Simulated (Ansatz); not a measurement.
C₃H₉N, charge -1, doublet, at the geometry of the source list (a state made from the parent by changing its charge; the spin is typed, not shown lowest) (a gas-phase anion, which may not be bound at this level); CCSD(T)/STO-3G run with Ansatz (a program for electronic structure).

Input for Ansatz:
Ansatz 0.2 input:
```yaml
crystal:
  periodic: [false, false, false]
  atoms:
    - {symbol: C, position_ang: [-0.61420000, 1.11590000, 0.56410000]}
    - {symbol: C, position_ang: [-0.09010000, 0.02020000, -0.36040000]}
    - {symbol: C, position_ang: [1.35060000, -0.34120000, -0.00900000]}
    - {symbol: N, position_ang: [-0.92020000, -1.16670000, -0.18850000]}
    - {symbol: H, position_ang: [0.00310000, 2.00670000, 0.48570000]}
    - {symbol: H, position_ang: [-0.60020000, 0.76100000, 1.59070000]}
    - {symbol: H, position_ang: [-1.63700000, 1.37810000, 0.30330000]}
    - {symbol: H, position_ang: [-0.11220000, 0.39990000, -1.40170000]}
    - {symbol: H, position_ang: [1.72360000, -1.11430000, -0.67700000]}
    - {symbol: H, position_ang: [1.39180000, -0.71630000, 1.00970000]}
    - {symbol: H, position_ang: [1.99300000, 0.53090000, -0.09460000]}
    - {symbol: H, position_ang: [-0.60270000, -1.91270000, -0.79820000]}
    - {symbol: H, position_ang: [-1.88540000, -0.96140000, -0.42410000]}
basis:
  gaussian:
    orbitals: STO-3G
total_charge: -1
magnetization: {spin_polarized: true, initial_magnetization: 1}
correlation: {method: ccsd_t}
```

Problem. Write the output that Ansatz gives for this input, abridged.

Solution. 
```
Functional definition: HF
409 factors; integrals over basis functions are off by at most 3.1e-5 eV
mean field evaluation 1: about -4640.6921 eV, gradient 1.5e1 eV
mean field evaluation 2: about -4641.0776 eV, gradient 1.5e1 eV
mean field evaluation 4: about -4642.9431 eV, gradient 2.1e0 eV
mean field evaluation 8: about -4643.2903 eV, gradient 4.7e-1 eV
mean field evaluation 16: about -4643.3399 eV, gradient 1.5e-6 eV
mean field evaluation 32: about -4643.1368 eV, gradient 1.6e0 eV
mean field evaluation 64: about -4642.5877 eV, gradient 2.5e-1 eV
mean field evaluation 96: about -4642.4078 eV, gradient 1.7e-3 eV
mean field evaluation 128: about -4639.3056 eV, gradient 1.8e-1 eV
mean field evaluation 160: about -4642.4041 eV, gradient 2.6e-1 eV
mean field evaluation 192: about -4640.6375 eV, gradient 4.9e0 eV
mean field -4643.33988927 eV, -170.6395935620 hartree, gradient 3.9e-6 eV, S^2 0.760861; 10 other end points of the search recorded, 0 dependent functions left out
determinant -4643.33988927 eV, -170.6395935620 hartree, with singles and doubles -4650.67643531 eV, -170.9092066560 hartree
determinant -4642.58800756 eV, -170.6119624186 hartree, with singles and doubles -4649.95556795 eV, -170.8827152691 hartree
determinant -4642.40784507 eV, -170.6053415691 hartree, with singles and doubles -4649.72118927 eV, -170.8741020115 hartree
4 core orbitals not correlated
reference -4643.33988927 eV, -170.6395935620 hartree; 14, 13 occupied and 11, 12 virtual orbitals, 409 factors
second order -5.48823815 eV of doubles, -0.00000000 eV of singles
cycle   1  -7.33703453 eV  change   -4.9e-4 eV  update   3.8e-3
cycle   2  -7.33790982 eV  change   -8.8e-4 eV  update   3.4e-3
cycle   3  -7.33845244 eV  change   -5.4e-4 eV  update   2.5e-3
cycle   4  -7.33937161 eV  change   -9.2e-4 eV  update   1.9e-3
cycle   5  -7.34246620 eV  change   -3.1e-3 eV  update   1.1e-3
cycle   6  -7.34329278 eV  change   -8.3e-4 eV  update   6.3e-4
cycle   7  -7.34211225 eV  change    1.2e-3 eV  update   3.3e-4
cycle   8  -7.34154103 eV  change    5.7e-4 eV  update   1.1e-4
cycle   9  -7.34160034 eV  change   -5.9e-5 eV  update   4.9e-5
cycle  10  -7.34169657 eV  change   -9.6e-5 eV  update   2.4e-5
cycle  11  -7.34172041 eV  change   -2.4e-5 eV  update   1.2e-5
perturbative correction -0.08716499 eV, -0.0032032543 hartree
Total energy: -4650.76877468 eV, -170.9126000650 hartree
```
